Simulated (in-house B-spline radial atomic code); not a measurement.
Inner levels of magnesium as electrons are removed. A shift is the extra binding of the orbital against the neutral atom ([Ne] 3s2). The density at the nucleus is averaged over the nuclear charge. Computed with a B-spline radial code for spherical atoms: Dirac-Hartree-Fock, jj configuration that fills j = l - 1/2 first, finite nuclei.

A number in brackets counts the electrons of a j subshell.

```tsv
ion	configuration	shift of 1s1/2 (eV)	shift of 2p3/2 (eV)	shift of 2p1/2 (eV)	radius of 1s1/2 (bohr)	radius of 2p3/2 (bohr)	radius of 2p1/2 (bohr)	Σ<r²> (bohr²)	change of density at nucleus (bohr⁻³)
Mg	[Ne] 3s2	0	0	0	0.13028	0.68537	0.68325	29.531	-
Mg+	[Ne] 3s1	8.847	8.7401	8.7404	0.13028	0.68398	0.68187	13.971	-0.82425
Mg2+	[He] 2s2 2p6	?	?	?	?	?	?	?	?
Mg3+	[He] 2s2 2p1/2(2) 2p3/2(3)	56.993	50.777	50.182	0.13018	0.63962	0.63897	3.667	2.5102
Mg4+	[He] 2s2 2p1/2(2) 2p3/2(2)	?	?	?	?	?	?	?	?
Mg5+	[He] 2s2 2p1/2(2) 2p3/2(1)	145.26	122.33	120.33	0.12984	0.57289	0.57364	2.1861	15.422
```

Fill in the row of Mg2+.

shift of 1s1/2 (eV): 20.085; shift of 2p3/2 (eV): 19.729; shift of 2p1/2 (eV): 19.73; radius of 1s1/2 (bohr): 0.13028; radius of 2p3/2 (bohr): 0.68121; radius of 2p1/2 (bohr): 0.67916; Σ<r²> (bohr²): 4.7102; change of density at nucleus (bohr⁻³): -2.6457.

Fill in the row of Mg4+.

shift of 1s1/2 (eV): 98.76; shift of 2p3/2 (eV): 85.007; shift of 2p1/2 (eV): 83.746; radius of 1s1/2 (bohr): 0.13003; radius of 2p3/2 (bohr): 0.604; radius of 2p1/2 (bohr): 0.60421; Σ<r²> (bohr²): 2.8468; change of density at nucleus (bohr⁻³): 8.5339.
